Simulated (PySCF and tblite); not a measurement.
Values are calculated unless marked as measured or tabulated.
3 regioisomers of C₆H₇BO₂:

```csv
isomer,SMILES
A,[CH2:1]=[C:2]1[CH:3]=[CH:4][CH:5]=[C:6]1[B:7]([OH:8])[OH:9]
B,[OH:1][B:2]([OH:3])[CH:4]=[C:5]1[CH:6]=[CH:7][CH:8]=[CH:9]1
C,[CH2:1]=[C:2]1[CH:3]=[CH:4][C:5]([B:6]([OH:7])[OH:8])=[CH:9]1
```

Protocol: conformer search, at most 6 conformers an isomer, GFN2-xTB geometries, energies PBE0/pcSseg-1 (D3(BJ) added where defined), GIAO shieldings PBE0/pcSseg-1, weights at 298.15 K with GFN2-xTB thermal terms. Programs: PySCF with density fitting and tblite.

Task: What shifts does each isomer give (ppm; of two unlike H on one atom, a is the less shielded)?

Result: 
A: ¹H (against TMS): 7.59 (H1a, 1H), 7.05 (H5, 1H), 6.73 (H4, 1H), 6.68 (H3, 1H), 6.59 (H1b, 1H). ¹³C (against TMS): 160.5 (C2), 151.1 (C5), 141.4 (C1), 138.2 (C4), 137.8 (C3), 133.6 (C6). ¹¹B (against BF3·OEt2): 23.9 (B7).

B: ¹H (against TMS): 6.80 (H7, 1H), 6.73 (H8, 1H), 6.56 (H6, 1H), 6.54 (H4, 1H), 6.17 (H9, 1H). ¹³C (against TMS): 166.6 (C5), 146.2 (C4), 143.3 (C7), 141.5 (C8), 132.5 (C9), 127.0 (C6). ¹¹B (against BF3·OEt2): 25.3 (B2).

C: ¹H (against TMS): 6.84 (H4, 1H), 6.71 (H9, 1H), 6.37 (H3, 1H), 6.27 (H1a, 1H), 6.25 (H1b, 1H). ¹³C (against TMS): 161.3 (C2), 147.4 (C5), 144.0 (C4), 141.7 (C9), 134.5 (C1), 130.5 (C3). ¹¹B (against BF3·OEt2): 24.0 (B6). H not on carbon is left out.

H on N, O and S are left out: they exchange, and hydrogen bonds move them by several ppm. Shifts are unscaled: against experiment ¹³C can be off by 15 ppm or more and ¹H by 0.8 ppm.
